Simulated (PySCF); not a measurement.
**Ni¹³⁺: ionisation energy**

Ni¹³⁺ [Ne] 3s2 3p3 (4S) → Ni¹⁴⁺ [Ne] 3s2 3p2 (3P), as a difference of total energies. All numbers are calculated (PySCF 2.14, the non-relativistic Hamiltonian (point nucleus), in an uncontracted even-tempered set (17 s from 0.93 bohr⁻², ratio 2.5; 11 p from 1.2 bohr⁻², ratio 2.5; 5 d from 6.3 bohr⁻², ratio 2.7; 4 f from 9.5 bohr⁻², ratio 2.7)). Correlated levels: outer shells: 1s2 frozen; virtual orbitals above 40 to 60 times the deepest correlated orbital energy dropped. The calculations carry no spin-orbit coupling.

```
                method  ionisation energy (eV)
                   UHF                  425.20
    MP2 (outer shells)                  425.76
SCS-MP2 (outer shells)                  425.53
   CCSD (outer shells)                  425.57
CCSD(T) (outer shells)                  425.57
```

Question: How much does correlation contribute at CCSD(T) (outer shells)?

Answer: 425.57 − (425.20) = 0.37 eV, measured against UHF.

A first-order spin-orbit estimate (lowest level to lowest level, LS coupling) adds -2.014 eV.

These non-relativistic numbers lack the scalar-relativistic shift.

For comparison: 429.3 ± 0.8 eV (semi-empirical (NIST evaluation); NIST Atomic Spectra Database, ionization energies).
